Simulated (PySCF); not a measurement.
**Stationary points of SbOBr**

Level of theory: PySCF, PBE0, basis Sb def2-TZVP with ECP28, O def2-TZVP, Br def2-TZVP (scalar-relativistic core potentials, no spin–orbit coupling, density fitting).

Relaxations began from a few typed shapes. The search is not exhaustive: other isomers or separated fragments can lie lower, and high-lying points may rest on an excited occupation.

```tsv
spin	group	bonds	angles	imaginary modes (cm⁻¹)	ΔE (kJ/mol)	ΔE with ZPE (kJ/mol)
singlet	Cs	Sb–Br 2.517 Å, Sb–O 1.793 Å	Br–Sb–O 105.0°	none	0.0	0.0
singlet	C∞v	Sb–Br 2.762 Å, Sb–O 1.808 Å	Br–Sb–O 180.0°	219i, 219i	156.7	–
```

The lowest minimum found is the singlet Cs: Sb–Br 2.517 Å, Sb–O 1.793 Å; Br–Sb–O 105.0°.

Counting electrons, antimony keeps 2 of its valence electrons outside its bonds, so the VSEPR class is AX2E1 and the expected shape is bent; with unlike ligands the computed point group is Cs.
